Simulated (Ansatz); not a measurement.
Molecule: sum formula SiOF$_{2}$, charge 1, multiplicity 2. 
Coordinates optimised at B3LYP-D3(BJ)/def2-TZVP (Ansatz, a first-principles code):
```xyz
4

Si     0.0112    -0.0036    -0.0025
O      1.5176    -0.4845    -0.3336
F     -0.6055    -0.3620     1.3462
F     -0.7609     0.7983    -1.0458
```
Charge +1, spin multiplicity 2.

Basis-set convergence of Hartree-Fock and CCSD correlation energies (hartree) with Ansatz. Valence correlation only, unless marked. Open shells are spin-unrestricted. Spin-orbit coupling is left out. Non-relativistic.

| basis | functions | E(HF) | E(corr, CCSD) |
|---|---|---|---|
| cc-pV(D+d)Z | 65 | -562.42497 | -0.60601 |
| cc-pV(T+d)Z | 129 | [?] | [?] |

Complete the blanks.


- cc-pV(T+d)Z, E(HF): -562.56773
- cc-pV(T+d)Z, E(corr, CCSD): -0.78219
